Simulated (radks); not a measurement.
O II, 7 electrons, occupied as [He] 2s0.5 2p4.5 (fractional occupations, a model configuration).

All-electron calculation, Dirac Kohn-Sham, PBEsol, spin-unpolarised, spherical densities, finite nucleus; open shells fill j = l - 1/2 first; Fermi nuclear charge, rms radius 2.6991 fm. Program: a radial shooting solver on a logarithmic mesh with Libxc functionals.

Energy parts (Ry):
| part | energy |
|---|---|
| total | -146.62713 |
| kinetic | 146.41961 |
| electron-nucleus | -341.42931 |
| Hartree | 63.35763 |
| exchange-correlation | -14.97506 |

Orbitals (lengths in bohr, moments of r in powers of bohr):
| orbital | occ. | eigenvalue (Ry) | <r^2> | <1/r> | small-component weight |
|---|---|---|---|---|---|
| 1s1/2 | 2 | -39.08057 | 0.05393 | 7.626 | 7.73e-04 |
| 2s1/2 | 0.5 | -2.91821 | 1.424 | 1.335 | 9.30e-05 |
| 2p1/2 | 2 | -1.80541 | 1.582 | 1.206 | 7.88e-05 |
| 2p3/2 | 2.5 | -1.80222 | 1.586 | 1.204 | 7.87e-05 |

The highest occupied level is 2p3/2 at -24.520 eV. Summed over all electrons, <r^2> = 7.949 bohr^2, which gives a Langevin (diamagnetic) susceptibility term of -6.3 x 10^-6 cm^3/mol.
